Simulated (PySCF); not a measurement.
## Basis-set dependence of population analyses: `C#CC(=C)/C=C/F`

Compound: C6H5F.
Cartesian coordinates in Å at the PBE0-D3(BJ)/def2-SVP level; atoms count from 1:
```
atom  x, y, z in Å
C1    -1.9730    0.4245   -1.4103
C2    -1.1879    0.0419   -0.5685
C3    -0.2405   -0.3907    0.4185
C4    -0.6211   -1.2306    1.4044
C5     1.1320    0.1078    0.3249
C6     1.5604    0.9360   -0.6302
F7     2.8144    1.3628   -0.6730
H8    -2.6806    0.7511   -2.1499
H9    -1.6468   -1.5957    1.4720
H10    0.0957   -1.5620    2.1594
H11    1.8425   -0.2212    1.0878
H12    0.9393    1.3264   -1.4417
```

PBE0 throughout (PySCF), one geometry, spherical d and f functions. Isolated species at its PBE0-D3(BJ)/def2-SVP geometry (one conformer only). The first 7 of 12 kinds of atom are listed.

Mulliken charges (e):

```json
{"basis": "pcSseg-0", "functions": "73", "C1": "-0.286", "C2": "-0.061", "C3": "-0.196", "C4": "-0.310", "C5": "-0.245", "C6": "+0.191", "F7": "-0.346"}
{"basis": "6-31G*", "functions": "108", "C1": "-0.578", "C2": "+0.272", "C3": "+0.086", "C4": "-0.426", "C5": "-0.235", "C6": "+0.174", "F7": "-0.291"}
{"basis": "cc-pVDZ", "functions": "123", "C1": "-0.492", "C2": "+0.547", "C3": "-0.254", "C4": "+0.042", "C5": "-0.028", "C6": "+0.183", "F7": "-0.159"}
{"basis": "def2-SVP", "functions": "123", "C1": "-0.418", "C2": "+0.307", "C3": "-0.075", "C4": "-0.040", "C5": "-0.039", "C6": "+0.207", "F7": "-0.195"}
{"basis": "aug-cc-pVDZ", "functions": "206", "C1": "+0.576", "C2": "-0.161", "C3": "+0.873", "C4": "+0.622", "C5": "+0.982", "C6": "+0.423", "F7": "-0.511"}
{"basis": "6-311+G(2d,p)", "functions": "219", "C1": "-0.292", "C2": "+0.086", "C3": "+0.441", "C4": "-0.476", "C5": "-0.181", "C6": "-0.024", "F7": "-0.261"}
{"basis": "def2-TZVP", "functions": "247", "C1": "-0.115", "C2": "+0.026", "C3": "-0.009", "C4": "-0.311", "C5": "-0.233", "C6": "+0.085", "F7": "-0.171"}
{"basis": "cc-pVTZ", "functions": "280", "C1": "-0.222", "C2": "+0.061", "C3": "+0.028", "C4": "-0.274", "C5": "-0.165", "C6": "+0.109", "F7": "-0.152"}
{"basis": "IGLO-III", "functions": "295", "C1": "-0.153", "C2": "-0.133", "C3": "+0.173", "C4": "-0.272", "C5": "-0.119", "C6": "+0.134", "F7": "-0.224"}
{"basis": "pcSseg-2", "functions": "322", "C1": "-0.119", "C2": "-0.063", "C3": "+0.132", "C4": "-0.103", "C5": "-0.179", "C6": "+0.280", "F7": "-0.245"}
```

IAO charges (e):

```csv
basis,functions,C1,C2,C3,C4,C5,C6,F7
pcSseg-0,73,-0.212,-0.033,-0.013,-0.277,-0.204,+0.132,-0.226
6-31G*,108,-0.221,-0.033,+0.001,-0.289,-0.206,+0.163,-0.244
cc-pVDZ,123,-0.228,-0.029,+0.004,-0.294,-0.208,+0.160,-0.244
def2-SVP,123,-0.221,-0.028,0.000,-0.282,-0.203,+0.163,-0.245
aug-cc-pVDZ,206,-0.237,-0.027,+0.007,-0.304,-0.205,+0.159,-0.260
"6-311+G(2d,p)",219,-0.237,-0.026,+0.006,-0.303,-0.204,+0.159,-0.261
def2-TZVP,247,-0.237,-0.026,+0.007,-0.303,-0.207,+0.164,-0.260
cc-pVTZ,280,-0.237,-0.026,+0.007,-0.304,-0.208,+0.163,-0.257
IGLO-III,295,-0.238,-0.026,+0.006,-0.304,-0.206,+0.161,-0.261
pcSseg-2,322,-0.237,-0.026,+0.006,-0.302,-0.207,+0.163,-0.261
```

Hirshfeld charges (e):

```
        basis  functions      C1      C2      C3      C4      C5      C6      F7
     pcSseg-0         73  -0.101  -0.043  +0.020  -0.077  -0.074  +0.049  -0.074
       6-31G*        108  -0.112  -0.043  +0.017  -0.083  -0.074  +0.048  -0.073
      cc-pVDZ        123  -0.106  -0.039  +0.015  -0.083  -0.076  +0.045  -0.062
     def2-SVP        123  -0.105  -0.037  +0.014  -0.083  -0.076  +0.049  -0.070
  aug-cc-pVDZ        206  -0.102  -0.040  +0.005  -0.086  -0.077  +0.048  -0.079
6-311+G(2d,p)        219  -0.102  -0.042  +0.001  -0.081  -0.076  +0.050  -0.083
    def2-TZVP        247  -0.104  -0.039  +0.007  -0.085  -0.076  +0.049  -0.078
      cc-pVTZ        280  -0.105  -0.037  +0.010  -0.086  -0.076  +0.048  -0.074
     IGLO-III        295  -0.102  -0.039  +0.006  -0.086  -0.077  +0.049  -0.080
     pcSseg-2        322  -0.102  -0.038  +0.007  -0.087  -0.076  +0.049  -0.080
```

ESP-fitted charges (e):

```json
{"basis": "pcSseg-0", "functions": "73", "C1": "-0.363", "C2": "-0.058", "C3": "+0.276", "C4": "-0.511", "C5": "-0.475", "C6": "+0.231", "F7": "-0.204"}
{"basis": "6-31G*", "functions": "108", "C1": "-0.388", "C2": "-0.025", "C3": "+0.267", "C4": "-0.503", "C5": "-0.369", "C6": "+0.097", "F7": "-0.124"}
{"basis": "cc-pVDZ", "functions": "123", "C1": "-0.369", "C2": "-0.052", "C3": "+0.266", "C4": "-0.469", "C5": "-0.380", "C6": "+0.118", "F7": "-0.133"}
{"basis": "def2-SVP", "functions": "123", "C1": "-0.366", "C2": "-0.055", "C3": "+0.272", "C4": "-0.466", "C5": "-0.392", "C6": "+0.148", "F7": "-0.150"}
{"basis": "aug-cc-pVDZ", "functions": "206", "C1": "-0.411", "C2": "-0.027", "C3": "+0.278", "C4": "-0.504", "C5": "-0.395", "C6": "+0.134", "F7": "-0.156"}
{"basis": "6-311+G(2d,p)", "functions": "219", "C1": "-0.421", "C2": "-0.027", "C3": "+0.290", "C4": "-0.527", "C5": "-0.387", "C6": "+0.105", "F7": "-0.152"}
{"basis": "def2-TZVP", "functions": "247", "C1": "-0.424", "C2": "-0.023", "C3": "+0.303", "C4": "-0.535", "C5": "-0.390", "C6": "+0.106", "F7": "-0.144"}
{"basis": "cc-pVTZ", "functions": "280", "C1": "-0.415", "C2": "-0.028", "C3": "+0.291", "C4": "-0.517", "C5": "-0.377", "C6": "+0.102", "F7": "-0.138"}
{"basis": "IGLO-III", "functions": "295", "C1": "-0.422", "C2": "-0.020", "C3": "+0.289", "C4": "-0.526", "C5": "-0.374", "C6": "+0.101", "F7": "-0.148"}
{"basis": "pcSseg-2", "functions": "322", "C1": "-0.423", "C2": "-0.022", "C3": "+0.301", "C4": "-0.535", "C5": "-0.395", "C6": "+0.125", "F7": "-0.157"}
```

**Question.** Which scheme is steadiest as the basis changes?

**Answer.** Largest range over the bases for any column: Hirshfeld 0.02 e, IAO 0.04 e, ESP-fitted 0.13 e, Mulliken 1.23 e. Hirshfeld charges move least and Mulliken charges most, counted in e.

**Question.** How much do the charges still move between the two largest bases, IGLO-III and pcSseg-2?

**Answer.** At most, over all atoms: Mulliken 0.169 e, IAO 0.002 e, Hirshfeld 0.002 e, ESP-fitted 0.024 e.

**Question.** What do the same runs give for the total energy, the frontier levels and the dipole moment?

**Answer.** 
```
        basis  energy (Eh)  HOMO (eV)  LUMO (eV)  μ (D)
     pcSseg-0    -330.2575      -6.82      -1.28   1.35
       6-31G*    -330.9790      -6.44      -0.93   0.91
      cc-pVDZ    -331.0097      -6.61      -1.14   0.88
     def2-SVP    -330.7461      -6.70      -1.23   0.97
  aug-cc-pVDZ    -331.0298      -6.79      -1.41   1.03
6-311+G(2d,p)    -331.0873      -6.81      -1.43   1.05
    def2-TZVP    -331.1177      -6.78      -1.36   0.97
      cc-pVTZ    -331.1064      -6.74      -1.30   0.93
     IGLO-III    -331.1230      -6.80      -1.41   1.01
     pcSseg-2    -331.1172      -6.81      -1.41   1.03
```

The dipole is fixed by the density alone, so its range of 0.47 D shows that the density itself changes with the basis, not only its division among atoms.
